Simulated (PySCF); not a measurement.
Molecular orbitals of CdH⁺

revPBE at R = 1.665 Å; basis Cd def2-TZVP with ECP28, H def2-TZVP; scalar-relativistic core potentials; PySCF 2.14. State: ¹Σ⁺ (singlet), closed shell. Only the outer orbitals are listed, counted within each symmetry, core potentials removing the inner ones.

| orbital | occ. | ε (eV) | on Cd (%) | main shells (%) |
| --- | --- | --- | --- | --- |
| 3σ | 2 | -20.85 | 94 | 93 Cd d |
| 2π | 2 | -20.30 | 100 | 100 Cd d |
| 2π | 2 | -20.30 | 100 | 100 Cd d |
| 1δ | 2 | -20.18 | 100 | 100 Cd d |
| 1δ | 2 | -20.18 | 100 | 100 Cd d |
| 4σ | 2 | -14.83 | 61 | 53 Cd s, 38 H s |
| 5σ | 0 | -10.71 | 74 | 41 Cd s, 32 Cd p, 26 H s |
| 3π | 0 | -7.18 | 100 | 100 Cd p |
| 3π | 0 | -7.18 | 100 | 100 Cd p |

Task: Which are the highest filled and the lowest empty level, where do they sit, and how wide is the gap?

Result: Highest filled 4σ at -14.83 eV (in %: 53 Cd s, 38 H s); lowest empty 5σ at -10.71 eV (in %: 41 Cd s, 32 Cd p, 26 H s); the gap at revPBE is 4.12 eV.

```json
{
  "bond order (Mayer)": "1.01",
  "⟨S²⟩": "0.000",
  "charge on Cd (Mulliken, basis-dependent)": "0.89",
  "charge on Cd (Löwdin, basis-dependent)": "0.98",
  "dipole moment (positive dipole points towards H; it is taken about the centre of mass and depends on that origin)": "-1.21 D"
}
```
